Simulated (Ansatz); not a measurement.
A run on CH$_{4}$FInS, SMILES `FC[S][InH2]` with other settings.

```yaml
crystal:
  periodic: [false, false, false]
  atoms:
    - {symbol: F, position_ang: [-0.816977, 1.694330, 0.521270]}
    - {symbol: C, position_ang: [0.487916, 1.273942, 0.374213]}
    - {symbol: S, position_ang: [0.757010, -0.353767, 1.100029]}
    - {symbol: In, position_ang: [-0.517454, -1.692314, -0.425570]}
    - {symbol: H, position_ang: [0.719586, 1.280951, -0.691840]}
    - {symbol: H, position_ang: [1.132446, 1.977075, 0.905337]}
    - {symbol: H, position_ang: [-1.027716, -0.860355, -1.832877]}
    - {symbol: H, position_ang: [-0.734810, -3.319852, 0.049438]}
basis:
  gaussian: {orbitals: def2-SVP, final_grid: {core_spheres: 5, valence_spheres: 4, degree: 11}}
hamiltonian: {xc: {name: LC-wPBE}}
```

```sh
$ ansatz run in.yaml --threads 4 --pin off --events-out ev --progress --plain --max-ram 10444MiB
```

Shortened log:

```
Functional definition: LC-wPBE
1059 factors; their error is unknown
337 factors; integrals over basis functions are off by at most 1.9e-5 eV
mean field evaluation 1: about -19815.8995 eV, gradient 2.5e1 eV
mean field evaluation 2: about -19816.6990 eV, gradient 2.1e1 eV
mean field evaluation 4: about -19817.3435 eV, gradient 1.2e0 eV
mean field evaluation 8: about -19817.3011 eV, gradient 1.4e-1 eV
mean field evaluation 16: about -19817.3012 eV, gradient 7.1e-5 eV
mean field -19817.30117341 eV, -728.2723854737 hartree, gradient 7.1e-5 eV, S^2 0.000000; 0 other end points of the search recorded, 0 dependent functions left out
reference -19817.30117342 eV, -728.2723854740 hartree; 28, 28 occupied and 64, 64 virtual orbitals, 1059 factors
Total energy: -19817.30117342 eV, -728.2723854740 hartree
```

Run time 0.65 s (4 threads of an Intel Xeon Platinum 8259CL on a shared host); peak host memory 0.4 GiB.
